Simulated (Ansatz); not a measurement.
Spectroscopic constants of BeAl, multiplicity 4 (an upper state: multiplicity 2 came lower at CCSD(T)/def2-TZVPP on PBE0 minima).

Seven points along R, fitted to fifth degree in 1/R; most abundant isotopes. Runs in def2 and cc sets follow the lowest solution found near the PBE0 minimum.

Correlated levels freeze the inner cores; with def2 sets outer-core shells near the valence are correlated too.

Programs: Ansatz (a quantum-chemistry and plane-wave program). Values without a source in brackets are computed.

Energies at CCSD(T)/def2-TZVPP:

```tsv
R (Å)	E (hartree)
1.969035	-256.54363239
2.021966	-256.54690927
2.070662	-256.54871342
2.125711	-256.54958001
2.180759	-256.54941022
2.244276	-256.54816750
2.318380	-256.54559318
```

Question: With a reduced mass of 6.7557 u, find the minimum, the force constant and the constants.

Answer: A fifth-degree polynomial in 1/R puts the minimum at r_e = 2.1430 Å with force constant 140 N/m. Then ω_e = (1/2πc)√(k/μ) = 593 cm⁻¹ and B_e = h/(8π²cμr_e²) = 0.5434 cm⁻¹; the cubic and quartic terms give α_e = 0.0046 and ω_e x_e = 3.1 cm⁻¹.

Doubts at one or more of the structures used: T1 above 0.05 (CCSD(T)/def2-TZVPP).
